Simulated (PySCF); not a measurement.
Al(H)(OH)(OSiH3) (AlH5O2Si), SMILES [O]([SiH3])[AlH][OH]. Heavy atoms are numbered as in [AlH:1]([OH:3])[O:5][SiH3:6]. Hydrogens are named by the atom that carries them.

The structure is a stationary point at B3LYP-D3(BJ)/def2-SVP. Other conformers were not sampled.

Computed with PBE0/pcSseg-1 in PySCF.

GIAO shieldings, no solvent; atoms alike by connectivity are averaged. δ = σ(ref) − σ: ¹H against TMS (σ = 31.56 ppm); ¹⁷O against H2O (σ = 334.2 ppm); ²⁹Si against TMS (σ = 352.7 ppm), references at their B3LYP-D3(BJ)/def2-TZVP geometries, non-relativistic.

| nucleus | atoms | count | δ (ppm) |
|---|---|---|---|
| ¹H | H on Si6 | 3 | 5.37 |
| ¹H | H on Al1 | 1 | 4.14 |
| ¹H | H on O3 | 1 | 2.21 |
| ¹⁷O | O3 (OH) | 1 | 40.4 |
| ¹⁷O | O5 | 1 | 37.6 |
| ²⁹Si | Si6 (SiH3) | 1 | -41.8 |
